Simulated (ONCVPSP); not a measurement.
Ni, ONCV: configuration errors across variants

* Element: nickel
* Generator: ONCVPSP 4.0.1
* Type: optimised norm-conserving Vanderbilt (ONCV)
* Functional: PBE
* Relativity: scalar-relativistic
* Frozen core: [Ne]
* Valence charge: 18
* Reference configuration: 3s2 3p6 3d8 4s1 (charge +1)
* Partial waves: 3s+4s: rc 1.15 bohr, ncon 3, nbas 7, qcut 8.5 1/bohr, 2 projectors; 3p: rc 1.15 bohr, ncon 4, nbas 8, qcut 11.4 1/bohr, 2 projectors, debl 3.8 Ha; 3d: rc 1.10 bohr, ncon 4, nbas 8, qcut 12.2 1/bohr, 2 projectors, debl 1.7 Ha
* Local potential: polynomial inside 1.10 bohr (lpopt 5, dvloc0 -1 Ha)
* Core correction: Teter function, fcfact 3, rcfact 1.4

All-electron excitation energies from the reference (eV): (1) 3s2 3p6 3d8 4s2 -9.323; (2) 3s2 3p6 3d8 4s0 17.351; (3) 3s2 3p6 3d7 4s0 54.817; (4) 3s2 3p6 3d8 4s0 4p2 0.180.

Errors AE − PS in meV (a dash: test not solved or not reliable):

```json
{"change": "base", "(1)": "+1.2", "(2)": "-0.5", "(3)": "+3.1", "(4)": "0.0", "bound ghosts": "none", "GHOST(+) flags above zero": "none"}
{"change": "d: qcut 7.7", "(1)": "+1.5", "(2)": "-0.2", "(3)": "+15", "(4)": "-0.1", "bound ghosts": "none", "GHOST(+) flags above zero": "none"}
{"change": "d: qcut 10.7", "(1)": "+1.3", "(2)": "-0.5", "(3)": "+6.1", "(4)": "0.0", "bound ghosts": "none", "GHOST(+) flags above zero": "none"}
{"change": "d: qcut 13", "(1)": "+1.2", "(2)": "-0.6", "(3)": "+2.0", "(4)": "0.0", "bound ghosts": "none", "GHOST(+) flags above zero": "none"}
{"change": "d: qcut 14.5", "(1)": "+1.2", "(2)": "-0.6", "(3)": "+0.3", "(4)": "0.0", "bound ghosts": "none", "GHOST(+) flags above zero": "none"}
{"change": "d: qcut 16.6", "(1)": "+1.1", "(2)": "-0.7", "(3)": "-1.3", "(4)": "0.0", "bound ghosts": "none", "GHOST(+) flags above zero": "none"}
{"change": "d: qcut 18.4", "(1)": "+1.1", "(2)": "-0.7", "(3)": "-2.1", "(4)": "0.0", "bound ghosts": "none", "GHOST(+) flags above zero": "none"}
```

Task: Give the same row for: d: qcut 9.7.

Result: +1.4, -0.4, +8.8, 0.0; bound ghosts: none; GHOST(+) flags above zero: none.
